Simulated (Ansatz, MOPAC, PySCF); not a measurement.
Pair of molecules: HBr (SMILES Br) (first 2 atoms) with H4OSi (SMILES O[SiH3]); geometry from B3LYP-D3(BJ)/def2-TZVP, rigid monomers moved along the line of their centres of mass till H2···O3 is 1.71 Å.
(charge 0, multiplicity 1):
```xyz
8

Br    -0.6094    -1.1556    -0.0208
H     -0.1549    -0.4227     1.1354
O      0.3815     0.4268     2.5165
Si    -0.1234     0.0608     4.0612
H      1.0663     1.0889     2.3897
H      1.0053    -0.4465     4.8747
H     -1.1530    -0.9789     3.8893
H     -0.6904     1.2583     4.7227
```

Interaction energies are E(AB) − E(A) − E(B) at the monomers' geometry in the complex; basis-set methods are counterpoise corrected. Rows marked so take none.

Frozen-core correlation. Filled d and f shells under p-block atoms count as core. CBS(a, b) extrapolates the correlation energy as X⁻³ and adds the Hartree–Fock energy of set b. Rows in 3-21G, 6-31G* carry no dispersion term and start afresh at each structure (6-31G* with six Cartesian d functions); the Pople sets are all-electron and without relativity. The state reached by PM6 isn't checked.

The values were computed with Ansatz (Gaussian basis) for Hartree–Fock, density functionals and correlated methods; MOPAC for PM6 (differences of heats of formation); PySCF for 3-21G rows, 6-31G* rows, the dispersion terms. Each number belongs to the level named beside it.

```csv
level,interaction energy (meV)
PM6,-168.4
HF/6-31G* (no counterpoise),-110.3
r2SCAN-D4/def2-TZVPPD,-197.3
B3LYP/3-21G (no counterpoise),-487.1
B3LYP/6-31G* (no counterpoise),-226.9
PBE0-D4/def2-TZVPPD,-207.9
wB97M-V/def2-TZVPPD,-155.1
CCSD(T)/def2-TZVPPD,-120.2
"CCSD(T)/CBS(def2-SVPD, def2-TZVPPD)",(withheld)
```

Problem. Fill in the missing entries.

Solution. 
- CCSD(T)/CBS(def2-SVPD, def2-TZVPPD), interaction energy (meV): -137.3

Ansatz is a first-principles code.
